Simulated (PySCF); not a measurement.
# Co⁺: ionisation energy

Co⁺ [Ar] 3d8 (3F) → Co²⁺ [Ar] 3d7 (4F), as a difference of total energies. Calculation: PySCF 2.14, in aug-cc-pVDZ-DK (7s6p4d2f, 59 functions); the spin-free X2C one-electron Hamiltonian (Gaussian nucleus). Correlated levels: valence: [Ar] frozen. The calculations carry no spin-orbit coupling.

```csv
method,ionisation energy (eV),difference from reference (eV)
UHF,14.248,-2.836
B3LYP,17.423,+0.339
PBE0,17.081,-0.003
MP2 (valence),16.783,-0.301
SCS-MP2 (valence),16.645,-0.439
```

Reference: 17.084 eV (measured; NIST Atomic Spectra Database, ionization energies).

The reference lies between the lowest fine-structure levels, while these numbers refer to the centres of the terms.

Errors of the correlated levels include the incompleteness of this basis and the frozen core.
